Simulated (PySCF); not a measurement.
Correlation energy of Zn³⁺ (zinc, charge +3)

[Ar] 3d9, 2D determinant. Calculation: PySCF 2.14, in def2-QZVPPD (11s6p5d4f2g, 100 functions); no relativity, point nucleus. Frozen: [Ar]; 9 electrons correlated.

```tsv
level	correlation energy (mhartree)
CCSD	-309.88
(T)	-5.15
CCSD(T)	-315.03
```

Diagnostics: T1 = 0.0041, D1 = 0.0061, largest double amplitude 0.012.

Cost of the coupled-cluster step: roughly 19 core-seconds, for 9 correlated electrons.
